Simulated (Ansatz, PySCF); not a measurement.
Torsion F1–B2–Se4–H5 in BF2HSe (SMILES FB(F)[SeH]); at each angle all else is relaxed with GFN2-xTB, and the levels are single points there.
Geometry at 0° (charge 0, multiplicity 1):
```xyz
5

F     -1.169     1.203     0.113
B     -0.643    -0.002     0.136
F     -1.404    -0.982    -0.288
Se     1.130    -0.317     0.751
H      1.430     1.058     1.061
```

On the grid 0° to 330°, 90° is the highest and 0° the lowest point at MP2/CBS(cc-pVTZ, cc-pVQZ) + ΔCCSD(T)/cc-pVTZ.

Cores are frozen in the correlated methods. Filled d and f shells under p-block atoms count as core. Rows in 6-31G*, LANL2DZ, STO-3G carry no dispersion term and start afresh at each structure (6-31G* with six Cartesian d functions); the Pople sets are all-electron and without relativity. LANL2DZ brings its own core potentials from Na on.

Run with Ansatz (Gaussian orbitals); PySCF for 6-31G* rows, LANL2DZ rows, M06-2X, STO-3G rows, the dispersion terms. Each number belongs to the level named beside it.

```
level                   energy at 90° less that at 0° (kcal/mol)
----------------------  ----------------------------------------
HF/STO-3G                                                   7.46
SVWN5/def2-TZVPP                                            9.67
BP86/6-31G*                                                 9.07
r2SCAN-D4/def2-TZVPP                                        9.57
B3LYP/LANL2DZ                                                  ?
PBE0-D3(BJ)/def2-TZVPP                                      9.11
M06-2X/6-31G*                                               8.76
M06-2X/def2-TZVPP                                           8.63
CCSD(T)/cc-pVTZ                                             8.64
```

Problem. Complete the blanks.

Solution. 
- B3LYP/LANL2DZ, energy at 90° less that at 0° (kcal/mol): 10.91

Ansatz is a quantum-chemistry and plane-wave program.
